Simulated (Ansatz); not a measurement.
`C[SiH](S)CCl`, charge 0, multiplicity 1.

Question: Give a relaxed structure at PBE0-D4/def2-TZVP (Ansatz). (An estimate is asked.)

Answer: Ansatz gave: 
```xyz
12

C    -1.5404   -0.9167    0.0537
Si   -0.2757    0.4509   -0.0049
S    -0.1339    1.0888   -2.0370
C     1.4018   -0.1744    0.5869
Cl    2.6055    1.1435    0.5164
H    -2.5140   -0.5535   -0.2830
H    -1.6550   -1.2900    1.0745
H    -1.2476   -1.7508   -0.5880
H    -0.6580    1.5790    0.8831
H     0.8870    1.9287   -1.7901
H     1.3573   -0.5157    1.6230
H     1.7731   -0.9898   -0.0347
```
This is one stationary point; other conformers may exist.
